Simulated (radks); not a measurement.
Spherical jellium clusters: N electrons in a uniform positive sphere of charge N and radius rs N^(1/3), rs = 5.29 bohr. Calculated with a radial shooting solver with Libxc functionals: non-relativistic Kohn-Sham, LDA (Slater exchange, Perdew-Wang correlation), spin-polarised, spherical densities. Levels are named by radial order and angular momentum (1s, 1p, 1d, 2s, ...), and open shells are averaged over m.

N = 3, configuration 1s2 1p(up 1, down 0). This is the lowest configuration that the search found. Occupied and some empty levels:

level    occupation  eigenvalue (eV)  <r> (bohr)
1s up             1          -3.0705       5.472
1s down           1          -2.8348       5.452
1p up             1          -1.8997       7.000
1p down           0          -1.6603       7.130
1d up             0         -0.66057       8.975
2s up             0         -0.60057       10.17
2s down           0         -0.50056       10.69
1d down           0         -0.47671       9.447

Energy (eV): total -4.54044, kinetic 3.3676, external -37.491, Hartree 18.430, exchange-correlation -8.1064, background 19.260.
